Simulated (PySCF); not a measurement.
**Relaxation of doublet Zr(OH)3**

All numbers come from UPBE0 in PySCF with Zr def2-TZVP with ECP28, O def2-TZVP, H def2-TZVP; scalar-relativistic core potentials, no spin–orbit coupling; density-fitted integrals. A (50,194) grid was used.

A hand-made trigonal planar (heavy-atom frame) start, of C3h symmetry, held to at least that symmetry:

```xyz
7
charge 0 multiplicity 2, angstrom
Zr    0.0000    0.0000    0.0000
O     2.1700    0.0000    0.0000
O    -1.0850    1.8793    0.0000
O    -1.0850   -1.8793    0.0000
H     2.7871   -0.7354    0.0000
H    -0.7567    2.7814    0.0000
H    -2.0304   -2.0460    0.0000
```

Optimiser trace:
```csv
step,E − E(last) (kJ/mol),largest gradient (Eh/bohr)
0,146.81,0.06663
1,50.28,0.03525
2,11.34,0.02438
3,7.54,0.00494
4,6.78,0.00302
5,4.86,0.01075
6,3.67,0.01149
7,1.81,0.00504
8,1.15,0.00275
9,0.70,0.00108
10,0.66,0.00666
11,0.29,0.00108
12,0.18,0.00203
13,0.14,0.00206
14,0.06,0.00025
15,0.05,0.00212
16,0.02,0.00023
17,0.01,0.00026
18,0.00,0.00075
19,0.00,0.00007
```

It ends at D3h with O–H 0.952 Å (×3), Zr–O 1.926 Å (×3); H–O–Zr 180.0° (×3), O–Zr–O 120.0° (×3) (after a last refinement on a finer grid). A frequency run shows a minimum. Other isomers or separated fragments may lie lower.

With open d or f shells other occupations or spin states may lie lower.

The relaxation took 82 s on 4 threads of a shared Intel Xeon Platinum 8488C (Sapphire Rapids) host, with 151 basis functions and 20 gradients; the process peaked at 1.2 GiB. Launch command: `OMP_NUM_THREADS=4 python axn.py task.json out`.
